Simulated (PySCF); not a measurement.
SnF, SMILES [Sn+][F] (connectivity only; charge and spin as stated), charge +1, multiplicity 1.

The structure is a stationary point at B3LYP-D3(BJ)/def2-TZVP. The multiplicity is an assumed one; other spin states were not compared. The def2 effective core potentials stand for the cores of Sn; spin–orbit coupling is left out.

These are B3LYP-D3(BJ)/def2-TZVP (PySCF) values and carry that method's errors.

Frequencies are harmonic and unscaled.

Task: Estimate the vibrational spectrum. (Estimate from the structure and the level; the computed values follow.)

Result: 
```
mode  ν (cm⁻¹)  IR (km/mol)  Raman (Å⁴/amu)  depolarisation  moving atoms (share of kinetic energy)
----  --------  -----------  --------------  --------------  --------------------------------------
1          676         83.7             8.1            0.42                         F 86 %, Sn 14 %
```
